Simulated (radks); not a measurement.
Spherical quantum dot in the effective-mass picture: electrons in a hard-walled sphere of radius 2.11, all in effective atomic units (hartree* = m*/eps^2 hartree, bohr* = eps/m* bohr), one dielectric constant everywhere. Method: non-relativistic Kohn-Sham, PBE, spin-polarised, spherical densities; computed with a radial shooting solver with Libxc functionals. Levels are named by radial order and angular momentum (1s, 1p, 1d, 2s, ...), and open shells are averaged over m.

N = 21, configuration 1s2 1p6 1d10 1f(up 3, down 0). This is the lowest configuration that the search found. Occupied and some empty levels:

level,occupation,eigenvalue (hartree*),<r> (bohr*)
1s up,1,14.267,1.311
1s down,1,14.327,1.304
1p up,3,14.986,1.405
1p down,3,15.056,1.401
1d up,5,16.123,1.472
1d down,5,16.199,1.470
1f up,3,17.620,1.524
1f down,0,17.701,1.523
2s up,0,17.829,0.9712
2s down,0,17.854,0.9738
1g up,0,19.446,1.566
1g down,0,19.531,1.565
2p up,0,19.896,1.111
2p down,0,19.929,1.111
2d up,0,22.303,1.204
2d down,0,22.344,1.204

Energy (hartree*): total 198.239, kinetic 74.435, external 0, Hartree 139.81, exchange-correlation -16.003.

Electron density:

r (bohr*),n(r) (e/bohr*^3)
0.164,0.08393
0.322,0.1121
0.479,0.1687
0.637,0.2657
0.794,0.4127
0.952,0.6068
1.11,0.8216
1.27,0.9962
1.43,1.048
1.58,0.9063
1.74,0.5827
1.90,0.2187
2.06,0.01480
